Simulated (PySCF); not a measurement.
**Adding and removing an electron: ZnS**

r²SCAN; Zn def2-TZVPPD, S def2-TZVPPD; no relativity (PySCF 2.14). Neutral (UKS): singlet (closed shell), Re = 2.040 Å, ωe = 477 cm⁻¹, De = 1.62 eV, HOMO -5.71 eV, LUMO -4.83 eV.

ZnS⁺ (UKS): doublet (π ↑), Re = 2.138 Å, ωe = 410 cm⁻¹, De = 2.24 eV to Zn⁺ + S. The energies at the minima are -2177.51775 hartree for ZnS and -2177.20229 for ZnS⁺.

(1) Work out the adiabatic ionisation energy, without and with harmonic zero-point energies (1 hartree = 27.2114 eV, 1 eV = 8065.5 cm⁻¹), and the change of the bond length.

ZnS⁻ (UKS): doublet (σ ↑), Re = 2.121 Å, ωe = 410 cm⁻¹, De = 1.96 eV to Zn + S⁻. The energies at the minima are -2177.51775 hartree for ZnS and -2177.60838 for ZnS⁻.

(2) Work out the adiabatic electron affinity, without and with harmonic zero-point energies (1 hartree = 27.2114 eV, 1 eV = 8065.5 cm⁻¹), and the change of the bond length.

For an ion De counts to the pair picked by the measured ionisation energies or electron affinities, which need not be the lowest pair at this level. The highest Kohn–Sham level is positive in this anion. Much of that is self-interaction error, but it also means that the finite basis helps to hold the extra electron. States were picked by a PBE0 search and need not be the measured ground states.

Answers

(1) At r²SCAN: 0.31546 hartree = 8.584 eV between the minima; the zero-point term (410.0 − 477.0)/2 cm⁻¹ = -0.004 eV makes it 8.580 eV. Re changes by +9.8 pm against the neutral. Minus the HOMO energy is 5.71 eV, -2.87 eV from the value between the minima; self-interaction puts the Kohn–Sham level too high, less so with exact exchange. The electron leaves a π orbital; in so polar a molecule the change of length follows mostly from the change of the ionic charges.

(2) At r²SCAN: 0.09063 hartree = 2.466 eV between the minima; the zero-point term (477.0 − 410.0)/2 cm⁻¹ = +0.004 eV makes it 2.470 eV. Re changes by +8.1 pm against the neutral. The electron enters a σ orbital; the charge polarises the partner, so the anion is bound more strongly.
